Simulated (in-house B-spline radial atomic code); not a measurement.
Values are calculated unless marked as measured or tabulated.
**Making a Troullier-Martins p channel for N, r_c = 1.45 bohr**

N, [He] 2s2 2p3, non-relativistic LDA (VWN5), spherical and spin-unpolarised, from a B-spline radial code for spherical atoms (atomic units). The all-electron 2p level is ε = -0.266297 hartree and its outer maximum at 0.96 bohr.

Inside r_c the pseudo-orbital is u(r) = r^2 exp(p(r)), with p = c0 + c2 r² + c4 r⁴ + … + c12 r¹². The seven coefficients follow from p and its first four derivatives at r_c, from zero curvature of the screened potential at the origin, c4 = −c2²/(2l + 5), and from the norm inside r_c. At r_c the all-electron orbital has P = 0.6927726, P' = -0.2826387, the screened potential V = -0.8886947, V' = 1.319504, V'' = -2.787186, and the norm inside is Q = 0.5756484.

What are p, p' and p'' at r_c?

p = ln(P/r_c^2) = ln(0.6927726/2.1025) = -1.11018. p' = P'/P − 2/r_c = -0.40798 − 1.37931 = -1.78729. The radial equation gives p'' = 2(V − ε) − 2(2) p'/r_c − p'² = -1.24480 − (-4.93046) − 3.19441 = 0.49125. Differentiating, p''' = 2V' + 2(2)p'/r_c² − 2(2)p''/r_c − 2p'p'' = -0.36047, and p'''' = 2V'' − 4(2)p'/r_c³ + 4(2)p''/r_c² − 2(2)p'''/r_c − 2p''² − 2p'p''' = 0.20815.

For a trial c2 the five matching conditions are linear in c0, c6, c8, c10 and c12, and c2 is varied until the norm inside r_c equals Q. The root nearest zero gives:

```tsv
n	c_n
0	1.234598
2	-1.611916
4	-0.371182
6	0.9229189
8	-0.523898
10	0.1333183
12	-0.01311108
```

Check c4 and p(r_c), and find the screened pseudopotential at the origin.

−c2²/7 = -0.371182, as listed. The terms c_n r_c^n are 1.23460, -3.38905, -1.64081, 8.57771, -10.23743, 5.47734, -1.13254, which sum to -1.11018. Inverting the radial equation, V_l(r) = ε + 2 p'/r + (p'' + p'²)/2, so V_l(0) = ε + (2l + 3) c2 = -0.266297 + 5 × (-1.61192) = -8.3259 hartree, finite where the all-electron potential diverges.

Orbitals and screened potentials:

```csv
r (bohr),P,u,V all-electron,V pseudo
0.145,0.1334,0.06984,-36.79,-8.313
0.362,0.447,0.363,-10.7,-7.901
0.58,0.6621,0.6636,-5.13,-6.26
0.798,0.7608,0.7958,-2.961,-3.679
1.015,0.7779,0.7928,-1.871,-1.686
1.232,0.7475,0.7486,-1.257,-1.06
1.45,0.6928,0.6928,-0.8887,-0.8887
```

Logarithmic derivatives P'/P at R = 1.75 bohr, for energies E around ε:

```csv
E − ε (hartree),all-electron,pseudo
-0.5,0.647606,0.652165
-0.25,0.204923,0.207071
-0.1,-0.174006,-0.173462
0,-0.512315,-0.512315
0.1,-0.966472,-0.9653
0.25,-2.07978,-2.0638
0.5,-10.7633,-9.9464
```

With P(R) = 0.6025525 and a norm of 0.7019384 inside R, what slope in energy does norm conservation fix?

d(P'/P)/dE = −2 × (norm inside R)/P(R)² = -3.8667 per hartree·bohr at E = ε, for both atoms, since orbital and norm agree at R. Differences over ±0.1 hartree give -3.9623 (all-electron) and -3.9592 (pseudo), which also hold third-order terms. Half a hartree below ε the two curves differ by +0.0046.
